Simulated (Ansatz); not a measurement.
`O[SiH](O)/C=C\[SiH2]Cl` + `N[SiH2]F` → `O[SiH](O)N[SiH2]F` + `C=C[SiH2]Cl`  (ligand exchange at the Si–C bond)

Calculated with Ansatz (gas phase, PBE0-D4/def2-TZVP geometries, no zero-point term in ΔE). CBS: MP2 limit from def2 TZ/QZ plus the TZ coupled-cluster correction, frozen cores. Functionals use def2-TZVPP. B3LYP here is the variant with VWN-RPA as its local correlation; programs differ in this. One conformer a species, not always the lowest.

```
   level  ΔE (eV)
B3LYP-D4    -0.74
   B3LYP    -0.78
```

(1) What does CCSD(T)/CBS give? (An estimate is asked.)

Largest T1 diagnostic among the species: 0.012.

## Answers

(1) Computed: -0.77 eV. The listed levels differ from it by 0.03, -0.01 eV.

In def2-TZVPP, CCSD(T) changes the Hartree–Fock value by +0.15 eV (the triples alone add +0.03 eV) and MP2 by +0.15 eV. From PBE to PBE0 (25 % exact exchange), in def2-TZVPP and without D4, ΔE moves by −0.04 eV.
